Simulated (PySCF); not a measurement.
# Working out the ionisation energy of S⁺

S⁺ [Ne] 3s2 3p3 (4S) → S²⁺ [Ne] 3s2 3p2 (3P). Computed with PySCF 2.14 in cc-pV(D+d)Z (4s3p2d, 23 functions), with no relativity, point nucleus. Frozen: [Ne]. Energies in hartree (1 hartree = 27.21139 eV):

| part | S⁺ (lower) | S²⁺ (upper) |
| --- | --- | --- |
| UHF | -397.158808 | -396.323044 |
| CCSD correlation | -0.089949 | -0.077257 |
| (T) | -0.001084 | -0.000941 |

Question: What does Hartree-Fock give?

Answer: (-396.323044) − (-397.158808) = 0.835764 hartree = 22.742 eV.

Question: What do CCSD and CCSD(T) give?

Answer: The CCSD correlation energies differ by 0.012692 hartree = 0.345 eV and the triples by 0.000143 hartree = 0.004 eV, so CCSD gives 23.087 eV and CCSD(T) 23.091 eV.

Reference: 23.338 eV (measured; NIST Atomic Spectra Database, ionization energies), between the lowest levels; spin-orbit coupling is absent from the calculation.

What remains against the reference includes basis incompleteness, the frozen core and higher excitations.
